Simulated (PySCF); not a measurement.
## How methods differ on the excitation energy of I

I [Kr] 4d10 5s2 5p5 (2P) → I [Kr] 4d10 5s1 5p6 (2S), as a difference of total energies. Computed with PySCF 2.14 in aug-cc-pVQZ-PP with ECP28MDF, with scalar relativity through the core potential. Correlated levels: valence: 4s2 4p6 4d10 frozen. The calculations carry no spin-orbit coupling.

```json
{"method": "UHF", "excitation energy (eV)": "12.732"}
{"method": "MP2 (valence)", "excitation energy (eV)": "10.927"}
{"method": "SCS-MP2 (valence)", "excitation energy (eV)": "10.726"}
{"method": "CCSD (valence)", "excitation energy (eV)": "9.594"}
{"method": "CCSD(T) (valence)", "excitation energy (eV)": "8.270"}
```

Task: How much does correlation contribute at CCSD(T) (valence)?

Result: 8.270 − (12.732) = -4.462 eV, measured against UHF.

The upper state lies above the first ionisation limit, where it may autoionise and the basis confines it.

The coupled-cluster amplitudes are large for the upper state (T1 above 0.03 or a double amplitude above 0.15), so a single reference is strained.
